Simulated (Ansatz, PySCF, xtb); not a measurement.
Dissociation curve of Ge(Br)2, Br2Ge, SMILES [Br][Ge][Br]. The Ge1–Br3 bond (Ge1 also carries Br; Br3 carries nothing else) is pulled apart rigidly from the PBE0/def2-TZVP optimised geometry.

Methods: GFN1-xTB (xtb); UKS-B3LYP/6-31G* = PySCF 2.14.0 with unrestricted B3LYP/6-31G*, spherical d; UKS-PBE = unrestricted PBE/cc-pVDZ run with Ansatz (a program for electronic structure).

Energies are in kcal/mol, each relative to the lowest point of its own curve near equilibrium.

```csv
R / Å,GFN1-xTB,UKS-B3LYP/6-31G*,UKS-PBE
1.90,…,58.8,58.1
2.08,17.0,17.2,16.9
2.21,…,4.5,4.3
2.26,0.9,2.0,1.9
2.34,0.0,0.0,0.0
2.43,1.3,0.0,0.0
2.49,3.1,0.9,1.0
2.67,…,6.6,6.7
2.86,…,15.1,15.0
3.12,…,27.4,27.2
3.41,51.7,40.2,39.5
3.88,69.6,56.1,55.0
4.33,…,64.2,64.0
4.89,85.9,69.5,70.2
5.67,—,72.9,74.2
6.74,—,74.7,76.1
```

**Question.** Complete the blanks.

**Answer.** 
- 1.90, GFN1-xTB: 82.4
- 2.21, GFN1-xTB: 2.9
- 2.67, GFN1-xTB: 11.0
- 2.86, GFN1-xTB: 21.5
- 3.12, GFN1-xTB: 36.6
- 4.33, GFN1-xTB: 79.7

A dash means that the run gave no value there, or that the column was ended at a point which the program doubted or which failed a test of continuity chosen for this set; such a test can also cut sound points.

The unrestricted determinant behind UKS-B3LYP/6-31G* is spin-contaminated at 3.88 to 6.74 Å (<S²> up to 0.8, against 0.00 for a pure singlet). The unrestricted determinant behind UKS-PBE is spin-contaminated at 3.88 to 6.74 Å (<S²> up to 0.7, against 0.00 for a pure singlet).
